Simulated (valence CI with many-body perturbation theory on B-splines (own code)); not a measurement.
**Ir³⁷⁺: calculated level list**

Calculated by relativistic CI+MBPT: four valence electrons over a frozen Dirac-Fock core [Kr], radial functions for each j: 7 s, 7 p, 8 d, 6 f, 4 g, 1 h, with the one-electron correlation potential Σ1, the two-electron term Σ2, the three-electron term Σ3, Breit, model QED; selected CI, second order for the rest, scaled by the run's own slope (own B-spline code, finite nucleus).

No measured spectrum was set against this ion. As an estimate, large intervals hold to a few tenths of a per cent, small ones and those within an open d or f shell to about a per cent. The list stops below the first excitations out of the core.

Levels 1 to 34 of 34, with energies above the lowest level, (4d3/2^4) J=0. "Leading %" is the weight of the configuration and term that name the level; weights of strongly mixed levels are sums over their largest components and can fall short. In the jj column 3d3/2^4 stands for four electrons in 3d with j = 3/2. Lifetimes count E1, E2, E3, M1 and M2 decay at the calculated energies, and are blank where another channel may lead or the interval is too uncertain; long ones can be off by a factor of two.

| No. | Configuration | Term | J | E (cm⁻¹) | Leading % | Second component | Leading jj | Lifetime |
| --- | --- | --- | --- | --- | --- | --- | --- | --- |
| 1 | 4d4 | 3P | 0 | 0 | 59 | 28 % 4d4 5D | 4d3/2^4 (98 %) |  |
| 2 | 4d4 | 5D | 1 | 150360 | 60 | 40 % 4d4 3P | 4d3/2^3 4d5/2 (98 %) | 11.4 μs |
| 3 | 4d4 | 3F | 4 | 192720 | 29 | 24 % 4d4 3H | 4d3/2^3 4d5/2 (98 %) |  |
| 4 | 4d4 | 5D | 2 | 196670 | 40 | 16 % 4d4 3D | 4d3/2^3 4d5/2 (91 %) | 544 μs |
| 5 | 4d4 | 3F | 3 | 208350 | 29 | 21 % 4d4 5D | 4d3/2^3 4d5/2 (93 %) | 17.7 ms |
| 6 | 4d4 | 5D | 0 | 330820 | 65 | 22 % 4d4 1S | 4d3/2^2 4d5/2^2 (97 %) | 4.17 μs |
| 7 | 4d4 | 5D | 2 | 334790 | 48 | 18 % 4d4 3F | 4d3/2^2 4d5/2^2 (93 %) | 6.20 μs |
| 8 | 4d4 | 3H | 4 | 341870 | 40 | 37 % 4d4 5D | 4d3/2^2 4d5/2^2 (97 %) | 11.2 μs |
| 9 | 4d4 | 5D | 3 | 346030 | 48 | 34 % 4d4 3G | 4d3/2^2 4d5/2^2 (92 %) | 11.2 μs |
| 10 | 4d4 | 3H | 5 | 362150 | 67 | 33 % 4d4 3G | 4d3/2^2 4d5/2^2 (100 %) | 21.3 μs |
| 11 | 4d4 | 3P | 1 | 373570 | 42 | 40 % 4d4 3D | 4d3/2^2 4d5/2^2 (95 %) | 10.2 μs |
| 12 | 4d4 | 1I | 6 | 374120 | 52 | 48 % 4d4 3H | 4d3/2^2 4d5/2^2 (99 %) | 45.6 ms |
| 13 | 4d4 | 3F | 3 | 386880 | 44 | 25 % 4d4 3D | 4d3/2^2 4d5/2^2 (97 %) |  |
| 14 | 4d4 | 3G | 4 | 389090 | 55 | 38 % 4d4 1G | 4d3/2^2 4d5/2^2 (98 %) | 49.9 μs |
| 15 | 4d4 | 3F | 2 | 392960 | 32 | 31 % 4d4 3D | 4d3/2^2 4d5/2^2 (97 %) | 34.8 μs |
| 16 | 4d4 | 3F | 2 | 433720 | 49 | 29 % 4d4 3P | 4d3/2^2 4d5/2^2 (96 %) | 7.38 μs |
| 17 | 4d4 | 3F | 4 | 447820 | 65 | 25 % 4d4 1G | 4d3/2^2 4d5/2^2 (94 %) | 25.5 μs |
| 18 | 4d4 | 1D | 2 | 485570 | 38 | 34 % 4d4 3P | 4d3/2^2 4d5/2^2 (92 %) | 92.9 μs |
| 19 | 4d4 | 5D | 4 | 525130 | 34 | 24 % 4d4 3H | 4d3/2 4d5/2^3 (93 %) | 4.80 μs |
| 20 | 4d4 | 3F | 3 | 527840 | 44 | 28 % 4d4 5D | 4d3/2 4d5/2^3 (96 %) | 4.24 μs |
| 21 | 4d4 | 3P | 0 | 530500 | 61 | 39 % 4d4 1S | 4d3/2^2 4d5/2^2 (74 %) | 14.3 μs |
| 22 | 4d4 | 3D | 1 | 543900 | 52 | 28 % 4d4 3P | 4d3/2 4d5/2^3 (96 %) | 3.31 μs |
| 23 | 4d4 | 3G | 5 | 548700 | 67 | 33 % 4d4 3H | 4d3/2 4d5/2^3 (100 %) | 8.69 μs |
| 24 | 4d4 | 3H | 6 | 552990 | 52 | 48 % 4d4 1I | 4d3/2 4d5/2^3 (99 %) | 10.1 μs |
| 25 | 4d4 | 3F | 2 | 574030 | 47 | 39 % 4d4 3P | 4d3/2 4d5/2^3 (94 %) | 5.10 μs |
| 26 | 4d4 | 3D | 3 | 580830 | 36 | 33 % 4d4 1F | 4d3/2 4d5/2^3 (98 %) | 6.96 μs |
| 27 | 4d4 | 1S | 0 | 607770 | 78 | 17 % 4d4 3P | 4d3/2 4d5/2^3 (69 %) | 9.65 μs |
| 28 | 4d4 | 3P | 1 | 625740 | 90 | 8 % 4d4 3D | 4d3/2 4d5/2^3 (98 %) | 5.68 μs |
| 29 | 4d4 | 3F | 3 | 626320 | 65 | 32 % 4d4 1F | 4d3/2 4d5/2^3 (99 %) | 8.40 μs |
| 30 | 4d4 | 1G | 4 | 631760 | 67 | 22 % 4d4 3F | 4d3/2 4d5/2^3 (96 %) | 6.66 μs |
| 31 | 4d4 | 1D | 2 | 642210 | 63 | 26 % 4d4 3P | 4d3/2 4d5/2^3 (86 %) | 7.74 μs |
| 32 | 4d4 | 3F | 4 | 736920 | 47 | 21 % 4d4 1G | 4d5/2^4 (97 %) | 3.16 μs |
| 33 | 4d4 | 1D | 2 | 769890 | 36 | 24 % 4d4 3D | 4d5/2^4 (92 %) | 3.07 μs |
| 34 | 4d4 | 3P | 0 | 852050 | 50 | 48 % 4d4 1S | 4d5/2^4 (90 %) | 2.35 μs |

The ionisation energy to 4d3 4F_3/2 of the next ion comes out as 1685 eV (NIST: 1684 ± 4 eV (theoretical)). All 34 levels together are meant to be complete up to 1086000 cm⁻¹.
